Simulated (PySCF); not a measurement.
Zn¹⁹⁺: ionisation energy

Zn¹⁹⁺ [Ne] 3s1 (2S) → Zn²⁰⁺ [Ne] (1S), as a difference of total energies. All numbers are calculated (PySCF 2.14, scalar relativity by spin-free X2C-1e, in an even-tempered Gaussian basis (18 s from 1.7 bohr⁻², ratio 2.5; 11 p from 2.2 bohr⁻², ratio 2.5; 5 d from 8.7 bohr⁻², ratio 2.7; 4 f from 13 bohr⁻², ratio 2.7)). Correlated levels: outer shells: 1s2 frozen; virtual orbitals above 40 to 60 times the deepest correlated orbital energy dropped. The calculations carry no spin-orbit coupling.

| method | ionisation energy (eV) | difference from reference (eV) |
| --- | --- | --- |
| UHF | 736.71 | -0.66 |
| MP2 (outer shells) | 737.33 | -0.04 |
| SCS-MP2 (outer shells) | 737.22 | -0.15 |
| CCSD (outer shells) | 737.34 | -0.03 |
| CCSD(T) (outer shells) | 737.34 | -0.03 |

Reference: 737.37 eV (semi-empirical (NIST evaluation); NIST Atomic Spectra Database, ionization energies).
